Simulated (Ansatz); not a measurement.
One change: `N[SiH2]CS` becomes `N[SiH2]CBCl`.

Ansatz, PBE0-D4/def2-TZVP geometries, multiplicity 1. Each molecule was computed in one conformer, which needn't be the lowest.

| property | `N[SiH2]CS` |
| --- | --- |
| HOMO–LUMO gap (B3LYP/def2-TZVPP) / eV | 6.37 |
| HOMO–LUMO gap (ωB97M-V/def2-TZVPP) / eV | 10.63 |
| HOMO energy (PBE/def2-TZVPP) / eV | -5.31 |
| HOMO–LUMO gap (PBE0/def2-TZVPP) / eV | 6.90 |
| HOMO energy (PBE0/def2-TZVPP) / eV | -6.54 |
| size of the dipole moment (ωB97M-V/def2-TZVPP) / D | 2.28 |

(1) What does the change do to each property? (An estimate is asked.)

Answers

(1) Ansatz gave: 
```tsv
property	`N[SiH2]CBCl`	shift
HOMO–LUMO gap (B3LYP/def2-TZVPP) / eV	5.88	-0.49
HOMO–LUMO gap (ωB97M-V/def2-TZVPP) / eV	10.58	-0.05
HOMO energy (PBE/def2-TZVPP) / eV	-6.15	-0.84
HOMO–LUMO gap (PBE0/def2-TZVPP) / eV	6.30	-0.60
HOMO energy (PBE0/def2-TZVPP) / eV	-7.55	-1.01
size of the dipole moment (ωB97M-V/def2-TZVPP) / D	1.74	-0.54
```

With PBE0 the HOMO falls by 1.01 eV and the LUMO falls by 1.60 eV, so the gap narrows by about 0.59 eV. PBE moves the HOMO by -0.84 eV and ωB97M-V by -1.13 eV. Dipoles are sizes alone; their direction can turn.

Positive LUMOs are unbound, so they and the gaps depend on the basis.

B3LYP here is the variant with VWN-RPA as its local correlation; programs differ in this.
